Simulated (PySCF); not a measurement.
# How methods differ on the ionisation energy of Ru

Ru [Kr] 4d7 5s1 (5F) → Ru⁺ [Kr] 4d7 (4F), as a difference of total energies. All numbers are calculated (PySCF 2.14, scalar relativity through the core potential, in def2-TZVPPD with the def2 core potential (28 electrons)). Correlated levels: valence: 4s2 4p6 frozen. The calculations carry no spin-orbit coupling.

| method | ionisation energy (eV) | error (eV) |
| --- | --- | --- |
| UHF | 6.301 | -1.064 |
| MP2 (valence) | 7.077 | -0.288 |
| SCS-MP2 (valence) | 6.829 | -0.536 |
| CCSD (valence) | 7.029 | -0.336 |
| CCSD(T) (valence) | 7.081 | -0.284 |

Reference: 7.365 eV (measured; NIST levels, between the centres of gravity of the two terms).

Errors of the correlated levels include the incompleteness of this basis and the frozen core.
